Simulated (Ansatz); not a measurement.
Reaction: BGeH4F (SMILES F[BH][GeH3]) → BGeH4 (SMILES [BH][GeH3], doublet) + F (doublet) (the B-F bond breaks)
Each species at its own B3LYP-D3(BJ)/def2-TZVP minimum (Ansatz, a quantum-chemistry and plane-wave program).

Total energies in hartree (Ansatz). Open shells are spin-unrestricted; no spin-orbit coupling. Cores are frozen in correlated methods (noble-gas shells, and filled d and f shells in the p block). No relativity.

```csv
species,HF/cc-pVTZ,CCSD(T)/cc-pVTZ,HF/cc-pVQZ,CCSD(T)/cc-pVQZ,CCSD(T)/cc-pVDZ,CCSDT(Q)/cc-pVDZ
1: BGeH4F (SMILES F[BH][GeH3]),-2201.93380,-2202.45588,-2201.94750,-2202.50524,-2202.23027,-2202.23191
"2: BGeH4 (SMILES [BH][GeH3], doublet)",-2102.32928,-2102.57298,-2102.33455,-2102.58943,-2102.45578,-2102.45699
3: F (doublet),-99.40552,-99.62036,-99.41377,-99.65026,-99.52757,-99.52776
```

Work out the bond dissociation energy (electronic) in kcal/mol: take Hartree-Fock from cc-pVQZ, extrapolate the CCSD(T) correlation energy as X^-3 (X = 3, 4), and add CCSDT(Q) - CCSD(T) in cc-pVDZ. 1 hartree = 627.51 kcal/mol.


Species 1: correlation (64·(-0.55774) - 27·(-0.52208))/37 = -0.58376; step -0.00164; E1 = -2201.94750 + (-0.58376) + (-0.00164) = -2202.53290
Species 2: correlation (64·(-0.25488) - 27·(-0.24370))/37 = -0.26304; step -0.00121; E2 = -2102.33455 + (-0.26304) + (-0.00121) = -2102.59880
Species 3: correlation (64·(-0.23649) - 27·(-0.21484))/37 = -0.25229; step -0.00019; E3 = -99.41377 + (-0.25229) + (-0.00019) = -99.66625
-1·E1 +1·E2 +1·E3 = 0.26785 hartree = 168.1 kcal/mol.
